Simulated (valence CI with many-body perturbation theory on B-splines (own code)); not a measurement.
Level structure of Zn¹⁶⁺

Computed by valence CI with perturbative core correlation (CI+MBPT): four valence electrons over a frozen Dirac-Fock core [Ne], a basis of 11 s, 11 p, 10 d, 8 f, 5 g, 2 h functions for each j, with the one-electron correlation potential Σ1, the two-electron term Σ2, the three-electron term Σ3, Breit, model QED; selected CI, second order for the rest, scaled by the run's own slope (own B-spline code, finite nucleus).

No measured levels were compared; by estimate levels of excited configurations hold to 0.05 to 0.15 % of their energy, terms of the ground configuration to about 0.5 %. Among the levels kept, up to 820 cm⁻¹ of a level comes from second order outside the variational space, and about a tenth of that is noise between levels of different J, which matters for small intervals.

Levels 1 to 45 of 172, with energies above the lowest level, 3s²3p² ³P_0. "Leading %" is the weight of the configuration and term that name the level; weights of strongly mixed levels are sums over their largest components and can fall short. In the jj column 3d3/2^4 stands for four electrons in 3d with j = 3/2.

```tsv
No.	Configuration	Term	J	E (cm⁻¹)	Leading %	Second component	Leading jj
1	3s²3p²	³P	0	0	90	7 % 3s²3p² ¹S	3s^2 3p1/2^2 (86 %)
2	3s²3p²	³P	1	22948	97		3s^2 3p1/2 3p3/2 (97 %)
3	3s²3p²	³P	2	38872	76	21 % 3s²3p² ¹D	3s^2 3p1/2 3p3/2 (77 %)
4	3s²3p²	¹D	2	82737	76	21 % 3s²3p² ³P	3s^2 3p3/2^2 (77 %)
5	3s²3p²	¹S	0	137090	89	7 % 3s²3p² ³P	3s^2 3p3/2^2 (85 %)
6	3s3p³	⁵S°	2	299190	96		3s 3p1/2 3p3/2^2 (50 %)
7	3s3p³	³D°	1	387560	79	10 % 3s²3p3d ³D°	3s 3p1/2^2 3p3/2 (44 %)
8	3s3p³	³D°	2	388320	77	10 % 3s3p³ ³P°	3s 3p1/2 3p3/2^2 (57 %)
9	3s3p³	³D°	3	396800	88	10 % 3s²3p3d ³D°	3s 3p1/2 3p3/2^2 (88 %)
10	3s3p³	³P°	0	444810	90	9 % 3s²3p3d ³P°	3s 3p1/2 3p3/2^2 (90 %)
11	3s3p³	³P°	1	447310	81	8 % 3s²3p3d ³P°	3s 3p1/2 3p3/2^2 (63 %)
12	3s3p³	³P°	2	448930	62	10 % 3s3p³ ¹D°	3s 3p3/2^3 (42 %)
13	3s3p³	¹D°	2	489490	45	36 % 3s²3p3d ¹D°	3s 3p1/2 3p3/2^2 (30 %)
14	3s3p³	³S°	1	545520	67	26 % 3s3p³ ¹P°	3s 3p1/2 3p3/2^2 (56 %)
15	3s²3p3d	³F°	2	558870	94		3s^2 3p1/2 3d3/2 (74 %)
16	3s²3p3d	³F°	3	572950	95		3s^2 3p1/2 3d5/2 (56 %)
17	3s3p³	¹P°	1	587990	59	28 % 3s3p³ ³S°	3s 3p3/2^3 (56 %)
18	3s²3p3d	³F°	4	595610	98		3s^2 3p3/2 3d5/2 (98 %)
19	3s²3p3d	³P°	2	628350	46	17 % 3s²3p3d ¹D°	3s^2 3p1/2 3d5/2 (72 %)
20	3s²3p3d	³D°	1	639560	49	35 % 3s²3p3d ³P°	3s^2 3p1/2 3d3/2 (69 %)
21	3s²3p3d	¹D°	2	654880	35	24 % 3s²3p3d ³D°	3s^2 3p3/2 3d3/2 (36 %)
22	3s²3p3d	³P°	0	659080	88	9 % 3s3p³ ³P°	3s^2 3p3/2 3d3/2 (88 %)
23	3s²3p3d	³P°	1	664500	51	35 % 3s²3p3d ³D°	3s^2 3p3/2 3d3/2 (77 %)
24	3s²3p3d	³D°	3	666070	84	9 % 3s3p³ ³D°	3s^2 3p3/2 3d5/2 (51 %)
25	3s²3p3d	³D°	2	669380	48	32 % 3s²3p3d ³P°	3s^2 3p3/2 3d5/2 (47 %)
26	3s²3p3d	¹F°	3	725130	94		3s^2 3p3/2 3d5/2 (39 %)
27	3s²3p3d	¹P°	1	744310	83	9 % 3s3p³ ¹P°	3s^2 3p3/2 3d5/2 (65 %)
28	3p⁴	³P	2	793660	51	28 % 3s3p²3d ³P	3p1/2^2 3p3/2^2 (60 %)
29	3p⁴	³P	1	821690	54	38 % 3s3p²3d ³P	3p1/2 3p3/2^3 (54 %)
30	3p⁴	³P	0	824510	53	35 % 3s3p²3d ³P	3p1/2^2 3p3/2^2 (38 %)
31	3s3p²3d	⁵F	1	829030	92		3s 3p1/2^2 3d3/2 (43 %)
32	3s3p²3d	⁵F	2	833490	88	6 % 3s3p²3d ⁵D	3s 3p1/2 3p3/2 3d3/2 (40 %)
33	3p⁴	¹D	2	836730	52	23 % 3s3p²3d ¹D	3p1/2 3p3/2^3 (57 %)
34	3s3p²3d	⁵F	3	841380	89	9 % 3s3p²3d ⁵D	3s 3p1/2 3p3/2 3d3/2 (42 %)
35	3s3p²3d	⁵F	4	852820	91	8 % 3s3p²3d ⁵D	3s 3p1/2 3p3/2 3d5/2 (69 %)
36	3s3p²3d	⁵D	0	864570	96		3s 3p1/2 3p3/2 3d3/2 (81 %)
37	3s3p²3d	⁵D	1	865870	94		3s 3p1/2 3p3/2 3d3/2 (64 %)
38	3s3p²3d	⁵F	5	866770	98		3s 3p3/2^2 3d5/2 (52 %)
39	3s3p²3d	⁵D	2	867520	86	6 % 3s3p²3d ⁵F	3s 3p1/2 3p3/2 3d3/2 (45 %)
40	3s3p²3d	⁵D	3	870170	76	9 % 3s3p²3d ⁵F	3s 3p1/2 3p3/2 3d3/2 (33 %)
41	3s3p²3d	⁵D	4	876650	76	16 % 3s3p²3d ³F	3s 3p1/2 3p3/2 3d5/2 (55 %)
42	3s3p²3d	³F	2	892050	89	5 % 3s²3d² ³F	3s 3p1/2 3p3/2 3d5/2 (37 %)
43	3s3p²3d	³F	3	902300	82	7 % 3s3p²3d ⁵D	3s 3p1/2 3p3/2 3d5/2 (42 %)
44	3s3p²3d	³F	4	918440	75	16 % 3s3p²3d ⁵D	3s 3p3/2^2 3d5/2 (74 %)
45	3s3p²3d	⁵P	3	921820	90	6 % 3s3p²3d ⁵D	3s 3p1/2 3p3/2 3d5/2 (49 %)
```

Names give the largest LS component (configuration and term), which can be under half, so a name can repeat, a term be missing and a line seem to break the LS rules; names also repeat where a configuration has a term twice.

Where two levels of one J and parity lie close, their mixing, g and order are uncertain.

The ionisation energy to 3s²3p ²P°1/2 of the next ion comes out as 577.02 eV (NIST: 577.8 ± 1.3 eV (semi-empirical)). All 172 levels together are meant to be complete up to 1566200 cm⁻¹.
